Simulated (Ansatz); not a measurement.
`CSB[SiH2]O`, relaxed with RKS PBE0-D4/def2-TZVP in Ansatz 0.2.0 from a PBE-D4/def2-SVP geometry. The force threshold is 0.005 eV/Å; the program also tests the step.

Total charge 0; spin multiplicity 1.

Start:

```xyz
12

C     0.887   -2.122    1.203
S    -0.220   -1.142    0.117
B     0.286    0.544    0.234
Si   -0.705    1.872   -0.913
O    -1.967    1.173   -1.800
H     0.275   -2.872    1.741
H     1.394   -1.456    1.925
H     1.638   -2.647    0.580
H     1.207    0.844    0.971
H    -1.349    2.943   -0.075
H     0.299    2.564   -1.814
H    -1.745    0.300   -2.170
```

```
         step  energy (eV)  largest force (eV/Å)  largest move (Å)
            1  -22579.5724                 0.751             0.000
            2  -22579.6233                 0.521             0.034
            3  -22579.6336                 0.152             0.018
            4  -22579.6343                 0.133             0.023
            5  -22579.6351                 0.076             0.029
            6  -22579.6363                 0.059             0.032
            7  -22579.6367                 0.027             0.015
            8  -22579.6371                 0.018             0.025
            9  -22579.6373                 0.025             0.024
           10  -22579.6373                 0.023             0.012
           11  -22579.6374                 0.032             0.025
           12  -22579.6375                 0.032             0.017
13 (rejected)  -22579.6373                 0.048             0.038
           14  -22579.6376                 0.018             0.019
           15  -22579.6376                 0.013             0.018
           16  -22579.6376                 0.008             0.007
           17  -22579.6376                 0.003             0.008
           18  -22579.6376                 0.003             0.005
```

End:

```xyz
12

C     0.902   -2.111    1.194
S    -0.182   -1.163    0.098
B     0.263    0.520    0.251
Si   -0.721    1.849   -0.888
O    -1.916    1.184   -1.823
H     0.287   -2.688    1.883
H     1.548   -1.433    1.749
H     1.504   -2.794    0.596
H     1.140    0.833    1.003
H    -1.400    2.872   -0.049
H     0.283    2.563   -1.737
H    -1.708    0.367   -2.277
```

Run time 64 s (4 threads of an Arm Neoverse V2 on a shared host); peak host memory 0.57 GiB.
